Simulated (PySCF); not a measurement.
Al(F)(Cl)(Et) (C₂H₅AlClF), SMILES [Cl][Al]([F])[CH2]C.

Geometry optimised at B3LYP-D3(BJ)/def2-SVP. The structure was generated by enumeration; whether it is a known compound was not checked. One conformer was computed; it need not be the lowest.

All values below come from PySCF with PBE/def2-TZVP.

| Quantity | Value |
|---|---|
| total energy | -881.41237 hartree |
| point group | Cs |
| highest occupied level | -7.13 eV |
| lowest empty level | -1.40 eV |
| orbital gap | 5.73 eV |
| dipole moment | 2.30 D |
| quadrupole, principal values (traceless, Buckingham form, about the centre of nuclear charge) | -5.87, -1.00, 6.88 D·Å |
| mean static polarisability | 61.4 bohr³ (9.09 Å³) |
| polarisability, principal values | 49.6, 55.9, 78.5 bohr³ |
